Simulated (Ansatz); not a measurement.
Born–Oppenheimer molecular dynamics of CH3BF2 (7 atoms, charge 0, multiplicity 1). It starts from a relaxed structure.

Level of theory: RKS B3LYP/6-31G* in Ansatz 0.2.0.

```
ensemble                      : NVE (Milne-controlled integrator)
time step                     : 0.25 fs
steps asked                   : 300
starting velocities drawn for : 500 K
seed                          : 50451
```

First frame:

```xyz
7
Properties=species:S:1:pos:R:3
F -1.741 -0.038 -0.797
B -0.623 0.520 -0.365
C 0.521 -0.349 0.271
F 0.218 -1.708 0.316
H -0.507 1.708 -0.472
H 0.737 0.006 1.293
H 1.458 -0.207 -0.293
```

Q: How far do the bonds stretch over the last three quarters of this one trajectory? (Pairs bonded in most of those frames.)

A: 
```
 bond  mean (Å)  spread (Å)  shortest  longest
F1–B2     1.322       0.009      1.31     1.34
B2–C3     1.571       0.034      1.50     1.62
B2–H5     1.199       0.031      1.16     1.25
C3–F4     1.403       0.066      1.31     1.50
C3–H6     1.103       0.004      1.09     1.11
C3–H7     1.107       0.007      1.09     1.12
```

Mean temperature of the second half: 232 K. The conserved energy stayed within 0.00043 meV per atom of its start (net change 0 meV per atom), so the integration is sound. Over the second half the temperature averaged 0.46 of the 500 K drawn at the start: a run that starts near a minimum puts about half its kinetic energy into the potential. A run of 0.075 ps of so small a system gives no equilibrium averages.

Run time: 11 min on 1 thread of Arm Neoverse N1, with other jobs on the host, peak memory 0.1 GiB.
